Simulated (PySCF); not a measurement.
Species: C8H12O2.
Numbering: `[O:1]=[CH:2][O:3][C@@H:4]1[CH2:5][CH2:6][C:7]2([CH2:8][CH2:9]2)[CH2:10]1` (hydrogens: H11 on C2; H12 on C4; H13, H14 on C5; H15, H16 on C6; H17, H18 on C8; H19, H20 on C9; H21, H22 on C10)

Method: PBE0-D3(BJ)/def2-SVP geometry optimisation, gas phase in PySCF 2.14.0; density fitting, grid level 1; the optimiser is geomeTRIC in internal coordinates, started from a GFN2-xTB structure with every atom displaced at random (about 0.01 Å).

Step 3: E = -12562.3575 eV
```
atom  x, y, z in Å  |  force x, y, z in eV/Å
O1      3.3956    1.2997    1.5307   -0.377  -0.159   0.026
C2      3.4079    0.8983    0.4037    0.445   0.096  -0.378
O3      2.4346    0.3059   -0.2852   -0.152  -0.004   0.387
C4      1.1869    0.0511    0.3732    0.083   0.061  -0.081
C5      0.7480   -1.3893    0.1513   -0.055   0.027   0.013
C6     -0.7538   -1.3247    0.4065    0.002  -0.008  -0.032
C7     -1.1732    0.0134   -0.1962    0.017   0.010   0.070
C8     -2.1698    0.0742   -1.3164   -0.093   0.023   0.023
C9     -2.5403    0.5711    0.0528   -0.031   0.043  -0.097
C10     0.0658    0.9094   -0.2198   -0.041   0.091   0.063
H11     4.2902    0.9760   -0.2666    0.044   0.013  -0.006
H12     1.3222    0.2666    1.4427   -0.010  -0.021   0.032
H13     0.9526   -1.6561   -0.8989    0.007  -0.007   0.022
H14     1.2774   -2.1007    0.8018    0.032  -0.012  -0.043
H15    -1.3007   -2.1746   -0.0280   -0.010  -0.005   0.028
H16    -0.9515   -1.3261    1.4924    0.000   0.000   0.001
H17    -2.0154    0.8159   -2.1061    0.028  -0.015   0.004
H18    -2.6223   -0.8610   -1.6598    0.034  -0.011  -0.010
H19    -2.6374    1.6524    0.1956    0.017  -0.035   0.017
H20    -3.2438   -0.0239    0.6428    0.027  -0.015   0.017
H21     0.3414    1.1877   -1.2487    0.011  -0.026  -0.016
H22    -0.0742    1.8439    0.3479    0.023  -0.047  -0.038
```

Step 4: E = -12562.3666 eV
```
atom  x, y, z in Å  |  force x, y, z in eV/Å
O1      3.3681    1.2890    1.5312   -0.143  -0.090  -0.036
C2      3.4076    0.8973    0.4004    0.183   0.070  -0.145
O3      2.4350    0.3051   -0.2886   -0.068  -0.032   0.208
C4      1.1886    0.0515    0.3708    0.068   0.055  -0.065
C5      0.7490   -1.3888    0.1504   -0.056   0.026   0.012
C6     -0.7526   -1.3238    0.4074    0.006  -0.005  -0.031
C7     -1.1722    0.0141   -0.1958    0.024   0.012   0.067
C8     -2.1702    0.0741   -1.3150   -0.089   0.017   0.023
C9     -2.5390    0.5721    0.0540   -0.033   0.029  -0.093
C10     0.0671    0.9099   -0.2214   -0.037   0.066   0.041
H11     4.2976    0.9806   -0.2596    0.009   0.012   0.014
H12     1.3254    0.2674    1.4403   -0.017  -0.024   0.014
H13     0.9522   -1.6563   -0.8997    0.006  -0.010   0.012
H14     1.2793   -2.0998    0.8003    0.031  -0.014  -0.039
H15    -1.3002   -2.1739   -0.0257   -0.011  -0.005   0.026
H16    -0.9491   -1.3244    1.4935    0.001   0.001   0.001
H17    -2.0164    0.8149   -2.1055    0.028  -0.012   0.000
H18    -2.6228   -0.8615   -1.6571    0.033  -0.011  -0.010
H19    -2.6356    1.6530    0.1963    0.014  -0.018   0.019
H20    -3.2416   -0.0226    0.6454    0.026  -0.014   0.017
H21     0.3419    1.1872   -1.2511    0.006  -0.028  -0.011
H22    -0.0717    1.8443    0.3452    0.019  -0.025  -0.023
```

**Question.** Estimate the geometry and energy of step 5. (The exact step hangs on the optimiser's Hessian estimate; all steps are aligned on step 4, rigid shifts and turns removed.)

**Answer.** E = -12562.3707 eV, largest force 0.071 eV/Å
```
atom  x, y, z in Å  |  force x, y, z in eV/Å
O1      3.3567    1.2695    1.5352    0.002   0.003  -0.029
C2      3.4078    0.8981    0.3979   -0.005  -0.011   0.033
O3      2.4353    0.3024   -0.2876   -0.007  -0.009   0.023
C4      1.1890    0.0519    0.3696    0.040   0.017  -0.032
C5      0.7461   -1.3872    0.1470   -0.031   0.011   0.018
C6     -0.7539   -1.3207    0.4110    0.009  -0.003  -0.027
C7     -1.1729    0.0169   -0.1931    0.036   0.029   0.054
C8     -2.1697    0.0732   -1.3142   -0.040  -0.013   0.022
C9     -2.5409    0.5740    0.0521   -0.015  -0.009  -0.054
C10     0.0674    0.9123   -0.2213   -0.006   0.007   0.004
H11     4.2984    0.9968   -0.2581   -0.006   0.009  -0.005
H12     1.3253    0.2632    1.4401   -0.020  -0.016   0.007
H13     0.9452   -1.6539   -0.9038   -0.003   0.000  -0.007
H14     1.2817   -2.1007    0.7897    0.016  -0.012  -0.019
H15    -1.3048   -2.1710   -0.0174   -0.010  -0.003   0.016
H16    -0.9466   -1.3201    1.4978    0.008   0.007   0.005
H17    -2.0111    0.8096   -2.1076    0.013  -0.003  -0.001
H18    -2.6116   -0.8684   -1.6541    0.003   0.006  -0.014
H19    -2.6374    1.6542    0.1956    0.003   0.003   0.007
H20    -3.2386   -0.0222    0.6477    0.008  -0.005   0.006
H21     0.3425    1.1835   -1.2527   -0.002  -0.016  -0.005
H22    -0.0676    1.8479    0.3418    0.008   0.007  -0.001
```

The energy changes by -0.0041 eV. The first-order estimate −F·Δx gives -0.0066 eV and the mean of the old and new forces, exact on a quadratic surface, -0.0038 eV. The step makes an angle of 68° with the force vector and moves no atom by more than 0.023 Å.

The cost below is that of the whole optimisation. On one thread, Arm Neoverse N1 (aarch64), shared host with 64 logical CPUs at a one-minute load of 56, this took 16 min and 0.88 GiB of memory at its peak.
